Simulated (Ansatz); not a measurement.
Cost and result up the ladder for Li₁₂F₁₂ (started as a model of: 2x3x4 LiF rock-salt block) (24 atoms). Charge 0, multiplicity 1. Geometry: r2SCAN-D4/def2-SVP.

```xyz
24

Li   -1.257    2.948   -0.407
F    -0.224    1.998    0.765
Li    0.784    0.809    1.761
F     1.811   -0.377    2.790
F    -0.134    2.832   -1.779
Li    0.944    1.720   -0.719
F     2.027    0.641    0.321
Li    2.861   -0.600    1.374
Li   -0.394    1.447   -2.860
F     0.745    0.311   -1.992
Li    1.713   -0.808   -0.882
F     2.713   -1.946    0.225
F    -2.713    1.947   -0.225
Li   -1.713    0.808    0.882
F    -0.745   -0.311    1.992
Li    0.394   -1.447    2.860
Li   -2.861    0.600   -1.374
F    -2.027   -0.641   -0.322
Li   -0.944   -1.720    0.719
F     0.134   -2.832    1.779
F    -1.811    0.377   -2.790
Li   -0.784   -0.809   -1.761
F     0.225   -1.998   -0.765
Li    1.257   -2.948    0.407
```

Ansatz on 4 threads of Intel Xeon on a shared host. Times are rough, and most runs start from the orbitals of an earlier one. PBE0-D4/def2-TZVP serves as the yardstick here, not as an exact answer. Differences are given only for rows in sets of like size (and for xTB, whose basis is part of the method), since another set adds its own error. Binding counts from free atoms at the same level (Li doublet, F doublet; other spins of the atoms weren't run), without zero-point energy or a counterpoise term.

B3LYP takes the VWN-RPA correlation. Correlated methods freeze 12 core orbitals; core or outer-core shells of Li are correlated, in sets that lack core-valence functions. The rows differ in basis, and correlated rows in double-zeta sets carry the largest basis error.

Correlated methods converge slowly with the basis, most of all in double-zeta sets.

```json
{"level": "HF/6-31G", "functions": "216", "wall time": "4.8 s", "binding energy per atom (eV)": "3.23", "difference from PBE0-D4/def2-TZVP (eV)": "–"}
{"level": "PBE-D4/def2-SVP", "functions": "276", "wall time": "8 s", "binding energy per atom (eV)": "4.33", "difference from PBE0-D4/def2-TZVP (eV)": "–"}
{"level": "PBE0-D4/def2-SVP", "functions": "276", "wall time": "10 s", "binding energy per atom (eV)": "4.19", "difference from PBE0-D4/def2-TZVP (eV)": "–"}
{"level": "B3LYP-D4/6-31G", "functions": "216", "wall time": "11 s", "binding energy per atom (eV)": "4.22", "difference from PBE0-D4/def2-TZVP (eV)": "–"}
{"level": "MP2/def2-SVP", "functions": "276", "wall time": "11 s", "binding energy per atom (eV)": "4.21", "difference from PBE0-D4/def2-TZVP (eV)": "–"}
{"level": "PBE-D4/def2-TZVP (with forces)", "functions": "540", "wall time": "14 s", "binding energy per atom (eV)": "4.10", "difference from PBE0-D4/def2-TZVP (eV)": "0.12"}
{"level": "RPA@PBE/def2-SVP", "functions": "276", "wall time": "18 s", "binding energy per atom (eV)": "3.74", "difference from PBE0-D4/def2-TZVP (eV)": "–"}
{"level": "r2SCAN-D4/def2-TZVP (with forces)", "functions": "540", "wall time": "23 s", "binding energy per atom (eV)": "4.08", "difference from PBE0-D4/def2-TZVP (eV)": "0.09"}
{"level": "PBE0-D4/def2-TZVP", "functions": "540", "wall time": "29 s", "binding energy per atom (eV)": "3.99", "difference from PBE0-D4/def2-TZVP (eV)": "0.00"}
```
